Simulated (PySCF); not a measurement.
Species: C₅H₄F₂.
Numbering: `[F:1][C:2]1=[CH:3][CH2:4][CH:5]=[C:6]1[F:7]` (hydrogens: H8 on C3; H9, H10 on C4; H11 on C5)

Method: PBE0-D3(BJ)/def2-SVP geometry optimisation, gas phase (PySCF 2.14.0); density fitting, grid level 1; the optimiser is geomeTRIC in internal coordinates, started from a GFN2-xTB structure with every atom displaced at random (about 0.01 Å).

At the end of the run (lengths in Å): C3–C4 1.498, F1–C2 1.319, C4–C5 1.498, C3–H8 1.088, C4–H10 1.105, C6–F7 1.319, C5–H11 1.088, F1–C2–C6 121.5°, F1–C2–C3 128.5°, C3–C4–C5 105.3°, C3–C2–C6 109.9°, F1–C2–C3–C4 180°, C2–C3–C4–C5 0°, C3–C4–C5–C6 0°, H8–C3–C2–F1 0°.

**Question.** These geometries were met on the way; a selection of coordinates is given. Order them by energy above the end point, lowest first.
A. C3–C4 1.450, F1–C2 1.366, C4–C5 1.474, C3–H8 1.067, C4–H10 1.124, C6–F7 1.337, C5–H11 1.074, F1–C2–C6 123.9°, F1–C2–C3 126.9°, C3–C4–C5 106.3°, C3–C2–C6 109.2°, F1–C2–C3–C4 180°, C2–C3–C4–C5 1°, C3–C4–C5–C6 -1°, H8–C3–C2–F1 1°
B. C3–C4 1.501, F1–C2 1.321, C4–C5 1.499, C3–H8 1.089, C4–H10 1.105, C6–F7 1.319, C5–H11 1.089, F1–C2–C6 121.6°, F1–C2–C3 127.7°, C3–C4–C5 105.1°, C3–C2–C6 110.4°, F1–C2–C3–C4 -173°, C2–C3–C4–C5 -1°, C3–C4–C5–C6 0°, H8–C3–C2–F1 4°
C. C3–C4 1.496, F1–C2 1.318, C4–C5 1.498, C3–H8 1.089, C4–H10 1.104, C6–F7 1.320, C5–H11 1.088, F1–C2–C6 121.7°, F1–C2–C3 127.9°, C3–C4–C5 105.3°, C3–C2–C6 110.4°, F1–C2–C3–C4 179°, C2–C3–C4–C5 -1°, C3–C4–C5–C6 1°, H8–C3–C2–F1 -2°

**Answer.** C (0.003 eV), B (0.020 eV), A (0.131 eV).

```tsv
step	E above end (eV)	rms distance from the end, all atoms (Å)	largest force (eV/Å)	rms shift of all bonds from the end (Å)
4	0.003	0.014	0.174	0.001
2	0.020	0.042	0.417	0.002
0	0.131	0.033	1.893	0.024
```

Rows stand in the order of the answer.
